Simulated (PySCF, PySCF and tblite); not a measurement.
A run on one conformer of C₇H₁₃BO, numbered as in [BH3-:1][O+:2]1[CH:3]=[CH:4][C@@H:5]([CH2:6][CH:7]=[CH2:8])[CH2:9]1, from an ensemble study. The sound level was PBE0/6-31G* on GFN2-xTB geometries.

Input:

```
{"job": {"xc": "PBE0", "basis": "6-31G*", "scf": {"max_cycle": 75}, "kind": "nmr", "pop": false}, "charge": 0, "multiplicity": 1}
B     -5.325614     1.077394    -1.710645
O     -2.356956     0.255055    -1.215378
C     -1.667610    -2.137432    -1.937461
C     -0.144590    -3.280926    -0.321295
C      0.379323    -1.556900     1.880388
C      3.171174    -0.724389     1.997338
C      3.980418     0.605793    -0.362592
C      4.664728     3.002088    -0.457669
C     -1.438203     0.643156     1.306248
H     -6.566687    -0.272557    -0.401879
H     -5.616410     0.745718    -3.906552
H     -5.367321     3.233242    -1.099743
H     -2.425929    -2.763136    -3.713263
H      0.693062    -5.113975    -0.523344
H     -0.090419    -2.468948     3.676209
H      4.335304    -2.409459     2.269672
H      3.430234     0.512773     3.628169
H      3.948562    -0.528667    -2.063799
H      5.224659     3.895847    -2.197136
H      4.715805     4.171700     1.210822
H     -3.058565     0.666185     2.587901
H     -0.504643     2.484075     1.352403
```

Command: OMP_NUM_THREADS=1 python ens_run.py task.json out

Output:

```
final grid: 170712 points
cycle   1  E = -369.2707209102  dE = -5.686e-01  |g| = 1.850e+00  |ddm| = 3.318e+00
cycle   2  E = -329.0217733152  dE =  4.025e+01  |g| = 6.517e+00  |ddm| = 6.504e+00
cycle   3  E = -359.3620627764  dE = -3.034e+01  |g| = 4.374e+00  |ddm| = 6.235e+00
cycle   4  E = -363.9392243723  dE = -4.577e+00  |g| = 3.089e+00  |ddm| = 5.337e+00
cycle   5  E = -370.1150937127  dE = -6.176e+00  |g| = 1.258e+00  |ddm| = 3.194e+00
cycle   6  E = -344.7265064124  dE =  2.539e+01  |g| = 4.459e+00  |ddm| = 5.276e+00
cycle   7  E = -367.4580649577  dE = -2.273e+01  |g| = 2.098e+00  |ddm| = 4.859e+00
cycle   8  E = -367.6612731114  dE = -2.032e-01  |g| = 2.816e+00  |ddm| = 3.593e+00
cycle   9  E = -368.2765870783  dE = -6.153e-01  |g| = 1.967e+00  |ddm| = 3.066e+00
cycle  10  E = -367.1409485498  dE =  1.136e+00  |g| = 2.828e+00  |ddm| = 3.358e+00
cycle  11  E = -370.4368122867  dE = -3.296e+00  |g| = 8.608e-01  |ddm| = 2.142e+00
...
cycle  43  E = -370.8337065910  dE = -8.401e-08  |g| = 4.700e-04  |ddm| = 3.139e-03
cycle  44  E = -370.8337063257  dE =  2.653e-07  |g| = 1.073e-03  |ddm| = 1.507e-03
cycle  45  E = -370.8337066724  dE = -3.468e-07  |g| = 2.452e-04  |ddm| = 1.577e-03
cycle  46  E = -370.8337066824  dE = -9.958e-09  |g| = 2.155e-04  |ddm| = 8.697e-04
cycle  47  E = -370.8337066777  dE =  4.672e-09  |g| = 2.368e-04  |ddm| = 3.161e-04
cycle  48  E = -370.8337067448  dE = -6.713e-08  |g| = 9.309e-05  |ddm| = 2.255e-03
cycle  49  E = -370.8337067489  dE = -4.039e-09  |g| = 9.098e-05  |ddm| = 2.596e-04
cycle  50  E = -370.8337067506  dE = -1.743e-09  |g| = 8.357e-05  |ddm| = 1.862e-04
cycle  51  E = -370.8337067569  dE = -6.244e-09  |g| = 6.309e-05  |ddm| = 3.932e-04
cycle  52  E = -370.8337067632  dE = -6.317e-09  |g| = 4.094e-05  |ddm| = 5.256e-04
cycle  53  E = -370.8337067681  dE = -4.861e-09  |g| = 2.936e-05  |ddm| = 8.322e-04
cycle  54  E = -370.8337067699  dE = -1.846e-09  |g| = 3.029e-05  |ddm| = 2.785e-04
cycle  55  E = -370.8337067698  dE =  6.639e-11  |g| = 1.915e-05  |ddm| = 8.886e-05
converged SCF energy = -370.8337067698

GIAO shielding tensors (ppm)
atom      isotropic    diamagn.    paramagn.     s11        s22        s33       span
  0 B       -0.467     188.589    -189.056    -22.489     -6.357     27.443     49.932
  1 O    14637.929     397.964   14239.965   1080.987  16997.860  25834.941  24753.954
  2 C    -1408.996     259.723   -1668.719  -3970.300   -295.002     38.315   4008.615
  3 C    -5412.776     260.911   -5673.687 -14073.761  -1676.173   -488.392  13585.369
  4 C    -1121.557     259.571   -1381.128  -2141.611  -1526.344    303.285   2444.896
  5 C     -654.767     258.110    -912.877  -1068.587   -575.056   -320.658    747.928
  6 C      531.869     261.913     269.956  -1943.711   -772.131   4311.449   6255.160
  7 C     -139.477     250.883    -390.360  -1069.893   -299.790    951.251   2021.144
  8 C     -286.384     259.140    -545.524   -803.573   -342.097    286.518   1090.091
  9 H       19.171      18.095       1.076     14.933     17.292     25.288     10.355
 10 H       17.418      17.813      -0.395     12.849     15.938     23.467     10.617
 11 H       16.603      18.654      -2.050     14.601     15.077     20.132      5.531
 12 H       15.240      20.026      -4.786      5.923     16.329     23.469     17.546
 13 H      -37.781      20.161     -57.942   -153.429     18.472     21.614    175.043
 14 H       19.052      20.214      -1.162      2.460     24.316     30.381     27.920
 15 H       16.192      18.641      -2.450      7.753     19.811     21.012     13.259
 16 H       20.105      19.767       0.339     11.057     23.349     25.909     14.852
 17 H       38.399      21.886      16.513     20.995     27.031     67.173     46.178
 18 H       21.515      17.847       3.668      5.499     22.265     36.781     31.283
 19 H       24.263      18.137       6.126     16.267     22.800     33.723     17.456
 20 H       20.033      20.883      -0.849     11.292     17.077     31.730     20.438
 21 H       18.153      23.120      -4.966      7.856     19.654     26.950     19.094
```

Q: What is wrong with this calculation, and what did it do to the result?

A: The setting at fault: coordinates scaled (wrong unit or factor). The run converged. Shieldings averaged over the conformers (ppm), as run and sound:
```csv
atoms,as run,sound
B1,-0.5,112.5
O2,14637.9,250.2
C3,-1409.0,55.7
C4,-5412.8,90.3
C5,-1121.6,152.3
C6,-654.8,153.9
C7,531.9,67.7
C8,-139.5,81.8
C9,-286.4,119.6
H1,17.7,29.1
H3,15.2,26.2
H4,-37.8,27.2
H5,19.1,29.2
H6b,16.2,30.1
H6a,20.1,30.1
H7,38.4,26.4
H8b,21.5,27.1
H8a,24.3,27.0
H9b,20.0,27.9
H9a,18.2,27.9
```
